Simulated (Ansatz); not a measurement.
`[Cl][Ti]([Cl])([Br])[Br]` and `[F][Ti]([Cl])([Cl])[Br]` differ in one atom or group.

Ansatz, PBE0-D4/def2-TZVP geometries, multiplicity 1. 

Scalar relativity is left out up to krypton. Spin–orbit coupling is left out; it splits and shifts lone-pair levels of the heavy atoms by tenths of an eV.

| property | `[Cl][Ti]([Cl])([Br])[Br]` |
| --- | --- |
| LUMO energy (PBE/def2-TZVPP) / eV | -4.51 |
| LUMO energy (ωB97M-V/def2-TZVPP) / eV | -1.66 |
| ideal-gas entropy at 298 K and 1 bar (rigid rotor, harmonic PBE0-D4/def2-TZVP) / J/(mol·K) | 391 |
| HOMO energy (ωB97M-V/def2-TZVPP) / eV | -11.02 |
| size of the dipole moment (PBE/def2-TZVPP) / D | 0.20 |
| size of the dipole moment (B3LYP/def2-TZVPP) / D | 0.19 |

What does the change do to each property? (Best estimate.)

Ansatz gave: 
```tsv
property	`[F][Ti]([Cl])([Cl])[Br]`	shift
LUMO energy (PBE/def2-TZVPP) / eV	-4.47	0.04
LUMO energy (ωB97M-V/def2-TZVPP) / eV	-1.58	0.08
ideal-gas entropy at 298 K and 1 bar (rigid rotor, harmonic PBE0-D4/def2-TZVP) / J/(mol·K)	374	-17
HOMO energy (ωB97M-V/def2-TZVPP) / eV	-11.32	-0.30
size of the dipole moment (PBE/def2-TZVPP) / D	0.31	0.11
size of the dipole moment (B3LYP/def2-TZVPP) / D	0.39	0.20
```

Dipoles are sizes alone; their direction can turn.

B3LYP here is the variant with VWN-RPA as its local correlation; programs differ in this.
